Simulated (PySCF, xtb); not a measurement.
GaCl2I, SMILES [Cl][Ga]([Cl])[I].

Harmonic wavenumbers (cm⁻¹) from GFN2-xTB (xtb) at its own minimum, in rising order: 93, 105, 113, 251, 372, 412.

What does PBE-D3(BJ)/def2-SVP run with PySCF give at its own minimum? (The exact figures need the calculation; the answer reports its results.)

87, 112, 116, 235, 404, 446. Paired by order, the mean absolute difference is 16 cm⁻¹ and the zero-point energies are 1.9 and 2.0 kcal/mol.
